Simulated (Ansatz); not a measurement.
H7SbSi2, SMILES [SiH3][SbH][SiH3].

The structure is a stationary point at r2SCAN-D4/def2-SVP. The def2 effective core potentials stand for the cores of Sb; spin–orbit coupling is left out.

Two levels are set side by side: PBE/def2-SVPD (Ansatz, a quantum-chemistry and plane-wave program) and PBE0/def2-SVPD (Ansatz). Energy differences of separate SCF runs at the same geometry; the states with an electron removed or added have multiplicity 2 and 2. Differences are taken from unrounded values.

```tsv
quantity	PBE0	PBE	PBE minus PBE0
vertical ionisation energy (eV)	8.98	8.89	-0.08
vertical singlet–triplet gap (eV)	4.65	4.56	-0.09
```

Here PBE gives about what the other level gives.
